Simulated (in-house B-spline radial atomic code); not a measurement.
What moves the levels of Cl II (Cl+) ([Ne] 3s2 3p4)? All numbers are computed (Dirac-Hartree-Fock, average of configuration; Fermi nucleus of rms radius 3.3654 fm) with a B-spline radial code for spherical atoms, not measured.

Baseline run (computed): total energy -460.4734 hartree, 1s1/2 at -105.7728 hartree, 3p3/2 at -25.094 eV with <r> = 1.714 bohr.

Scaling the speed of light c (a factor of 100 is close to the non-relativistic limit):

```csv
c/c0,ΔE (hartree),3p3/2 level (eV),3p3/2 <r> (bohr)
0.95,-0.15876,-25.0869,1.714
0.98,-0.060564,-25.0912,1.714
1.02,0.057002,-25.0963,1.714
1.5,0.81237,-25.129,1.713
100,1.4573,-25.157,1.713
```

Changing the nucleus:

```csv
nucleus,ΔE (eV)
Gaussian nucleus of rms radius 0.01 fm,-0.0141
Fermi nucleus of rms radius 3.2981 fm,-0.000554
Fermi nucleus of rms radius 3.4327 fm,0.000565
```

A larger nucleus binds the electrons less, roughly as the density at the nucleus times the change of the nuclear <r²>. A radius of 0.01 fm is nearly a point.

Q: The nuclear charge is raised by 0.1. What does the Hellmann-Feynman theorem predict for the energy, and what is found?

A: dE/dZ ≈ -Σ<1/r>, which is -64.2696 at the start and -64.7481 at the end; their mean times 0.1 is -6.4509 hartree, and the two runs differ by -6.4509 hartree.
